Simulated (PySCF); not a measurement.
Calculation: PySCF 2.14.0 with PBE-D3(BJ)/def2-TZVP // B3LYP-D3(BJ)/def2-TZVP. Isolated molecules, 0 K electronic values unless said otherwise. 

Reference species (SMILES): `[Br][Al]([Br])[Br]` (neutral, multiplicity 1).

```
Property         Result
-------------  --------
HOMO           -7.36 eV
HOMO–LUMO gap   4.92 eV
```

Changed species: `[AlH3]` (3 of 3 Br replaced by H; the reference has 0 of 3 Br replaced by H).

Question: What does the change do to the HOMO and HOMO–LUMO gap?

Answer: the HOMO rises by 0.06 eV, to -7.30 eV; the HOMO–LUMO gap falls by 0.14 eV, to 4.78 eV.
